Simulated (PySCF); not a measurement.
Compound: C2H9PSi2.
Geometry (GFN2-xTB, Å), atoms numbered from 1 in this order:
```
atom  x, y, z in Å
C1     0.2780   -1.2336    0.3114
C2    -1.0770   -0.7651   -0.2177
Si3   -1.2975    1.1230    0.0187
P4     0.7398    1.9405   -0.4492
Si5    1.6829   -0.0912   -0.3171
H6     0.4583   -2.2693    0.0196
H7     0.2628   -1.2167    1.4038
H8    -1.1383   -0.9893   -1.2851
H9    -1.8849   -1.3193    0.2624
H10   -2.2731    1.6661   -0.9276
H11   -1.7137    1.4269    1.3922
H12    1.0365    2.3176    0.8444
H13    2.0968   -0.4711   -1.6718
H14    2.8288   -0.1191    0.5938
```

Closed-shell single points with PySCF (density fitting; grid level 2 and gas phase unless stated) on one GFN2-xTB geometry.

Task: Rank these settings by the dipole moment, lowest first.
A. B3LYP/def2-SVPD
B. PBE0/pcSseg-1
C. PBE0/6-311+G(2d,p)

Result: A (1.65 D), C (1.76 D), B (1.99 D).

Task: Rank these settings by the HOMO–LUMO gap, lowest first.
A. B3LYP/def2-SVPD
B. PBE0/pcSseg-1
C. PBE0/6-311+G(2d,p)

Result: A (6.29 eV), C (6.54 eV), B (6.83 eV).

All figures of these runs:

```
          settings  basis functions  SCF cycles      E (Eh)  HOMO (eV)  LUMO (eV)  dipole (D)
PBE0/6-311+G(2d,p)              213          12  -1001.5646      -7.11      -0.57        1.76
     PBE0/pcSseg-1              151          12  -1001.4656      -7.12      -0.29        1.99
   B3LYP/def2-SVPD              184          12  -1001.7060      -6.86      -0.57        1.65
```

Cycle counts include a coarse-grid stage where the run had one. All basis functions are spherical, in the Pople sets too.

One conformer stands for the species.
